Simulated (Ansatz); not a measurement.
Consider the hydrogenolysis of the Si–Ge bond: `BO[SiH2][GeH3]` + H₂ → `BO[SiH3]` + GeH₄.

Program: Ansatz. Geometries: PBE0-D4/def2-TZVP. ΔE: electronic, gas phase. CCSD(T)/CBS adds triple-zeta CCSD(T) − MP2 to the extrapolated MP2 energy (def2 sets, frozen cores). This one scheme is used for every species. For Ge outer-core shells are correlated without core-valence functions, which leaves a few kJ/mol of doubt a bond. Scalar relativity is left out up to krypton. Each species was taken in one conformer, which may not be the lowest.

```csv
level,ΔE (kJ/mol)
CCSD/def2-TZVPP,-15.6
CCSD(T)/def2-TZVPP,-10.4
MP2/def2-QZVPP,-6.3
SCS-MP2/def2-QZVPP,-14.6
```

(1) What does CCSD(T)/CBS give? (Best estimate.)

Largest T1 diagnostic among the species: 0.013.

Results:

(1) Computed: -6.2 kJ/mol. The listed levels differ from it by -9.4, -4.2, -0.1, -8.4 kJ/mol.

From PBE to PBE0 (25 % exact exchange), in def2-TZVPP and without D4, ΔE moves by −5.6 kJ/mol. In def2-TZVPP, CCSD(T) changes the Hartree–Fock value by +31.4 kJ/mol (the triples alone add +5.2 kJ/mol) and MP2 by +33.5 kJ/mol.
